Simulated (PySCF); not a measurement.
GeI2, SMILES [Ge]([I])[I] (connectivity only; charge and spin as stated), neutral, multiplicity 1. Atoms are numbered in the order given.

```xyz
3

Ge     0.0000     0.0000     1.2281
I      0.0000     2.0072    -0.3708
I      0.0000    -2.0072    -0.3708
```
Charge 0, spin multiplicity 1.

Geometry optimised at r2SCAN-D4/def2-SVP. The isomer is the one that the SMILES or the coordinates give; other isomers of the formula were not compared. The def2 effective core potentials stand for the cores of I; spin–orbit coupling is left out.

Calculation: PBE/def2-TZVPD (PySCF).

Gas-phase values at a fixed geometry.

Problem. Estimate the frontier levels, gap, dipole moment and polarisability. (An estimate is asked for; the answer gives what the named calculation found.)

Solution. 
| Quantity | Value |
|---|---|
| highest occupied level | -6.33 eV |
| lowest empty level | -4.00 eV |
| orbital gap | 2.33 eV |
| dipole moment | 1.27 D |
| quadrupole, principal values (traceless, Buckingham form, about the centre of nuclear charge) | -3.69, 1.44, 2.25 D·Å |
| mean static polarisability | 116.0 bohr³ (17.19 Å³) |
| polarisability, principal values | 79.0, 105.8, 163.3 bohr³ |
